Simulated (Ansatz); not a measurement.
Gas-phase electronic energies from Ansatz, PBE0-D4/def2-TZVP geometries. CCSD(T)/CBS is the MP2 limit (def2-TZVPP, def2-QZVPP) plus CCSD(T) − MP2 in def2-TZVPP, frozen cores. This one scheme is used for every species, atoms too. DFT in def2-TZVPP. B3LYP here is the variant with VWN-RPA as its local correlation; programs differ in this. HSE06 is defined as in plane-wave codes. No spin–orbit coupling; open shells (•) take unrestricted orbitals. Spin–orbit coupling would lower the free atoms: a little for C, F, O.

Consider the atomization: `FC(F)(F)C1(F)OC1(F)F` → 3 C• + 6 F• + O•.

| level | ΔE (kJ/mol) | difference from CCSD(T)/CBS |
| --- | --- | --- |
| B97M-V | 4294.7 | 25.6 |
| r2SCANh-D4 | 4267.1 | -2.0 |
| r2SCAN0-D4 | 4155.9 | -113.2 |
| ωB97X-V | 4317.6 | 48.5 |
| revPBE | 4278.1 | 9.0 |
| B3LYP | 4197.1 | -72.0 |
| r2SCAN0 | 4149.2 | -119.9 |
| HSE06 | 4330.6 | 61.5 |
| BHLYP | 3913.1 | -356.0 |
| RPA@PBE/def2-TZVPP | 3779.6 | -489.5 |
| HF/def2-SVP | 2790.4 | -1478.7 |
| HF/def2-TZVPP | 2713.4 | -1555.7 |
| CCSD/def2-TZVPP | 4013.2 | -255.9 |
| CCSD(T)/def2-TZVPP | 4135.2 | -133.9 |
| MP2/def2-QZVPP | 4481.3 | 212.2 |
| SCS-MP2/def2-QZVPP | 4319.0 | 49.9 |
| CCSD(T)/CBS | 4269.1 | 0 |

Largest T1 diagnostic among the species: 0.013.

From r2SCAN to r2SCAN0 (25 % exact exchange), in def2-TZVPP and without D4, ΔE moves by −189.4 kJ/mol: exact exchange takes away binding that semilocal exchange gives to molecules. Leaving LDA and LC-ωPBE aside and taking each functional with its dispersion term where it has one, the values, not all of them listed here, spread over 637.3 kJ/mol, from BHLYP-D4 to PBE-D4. LDA lies +855.1 kJ/mol from PBE without D4, its usual overbinding. In def2-TZVPP, CCSD(T) changes the Hartree–Fock value by +1421.9 kJ/mol (the triples alone add +122.1 kJ/mol) and MP2 by +1688.7 kJ/mol; breaking electron pairs costs correlation energy, which Hartree–Fock lacks.

For atomizations the MP2-based limit and the directly extrapolated one differ by several kJ/mol either way, and by 10 to 25 for some Ge, Se and Sn compounds, so smaller differences from it don't rank the levels.
